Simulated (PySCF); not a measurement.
InH, SMILES [InH] (connectivity only; charge and spin as stated), neutral, multiplicity 1.

Geometry optimised at PBE0-D3(BJ)/def2-TZVPD. The def2 effective core potentials stand for the cores of In; spin–orbit coupling is left out.

Calculation: TDDFT-LC-ωPBE/def2-TZVPD in PySCF.

Vertical excitations; the highest root listed may be one member of a degenerate set. 

Computed excitation energies, oscillator strengths and character:
| state | energy (eV) | λ (nm) | f | main pairs |
|---|---|---|---|---|
| S1 | 2.82 | 439 | 0.035 | HOMO→LUMO (degenerate set) |
| S2 | 2.82 | 439 | 0.035 | HOMO→LUMO+1 (degenerate set) |
| S3 | 5.48 | 226 | 0.260 | HOMO→LUMO+2 96 % |
| S4 | 6.41 | 193 | 0.426 | HOMO→LUMO+3 98 % |
| S5 | 6.80 | 182 | 0.000 | HOMO→LUMO+4 (degenerate set) |
| S6 | 6.80 | 182 | 0.000 | HOMO→LUMO+5 (degenerate set) |
| S7 | 6.81 | 182 | 0.231 | HOMO→LUMO+7 (degenerate set) |
| S8 | 6.81 | 182 | 0.231 | HOMO→LUMO+6 (degenerate set) |
| S9 | 7.36 | 168 | 0.007 | HOMO→LUMO+10 (degenerate set) |
| S10 | 7.36 | 168 | 0.007 | HOMO→LUMO+9 (degenerate set) |
| T1 | 1.91 | 651 | 0 | HOMO→LUMO+1 (degenerate set) |
| T2 | 1.91 | 651 | 0 | HOMO→LUMO (degenerate set) |
| T3 | 4.77 | 260 | 0 | HOMO→LUMO+3 47 %, HOMO→LUMO+2 30 %, HOMO→LUMO+11 21 % |
| T4 | 5.54 | 224 | 0 | HOMO→LUMO+2 65 %, HOMO→LUMO+3 28 % |
Triplets are in the Tamm–Dancoff approximation, which puts them higher than full response would, so one can lie above its singlet here.
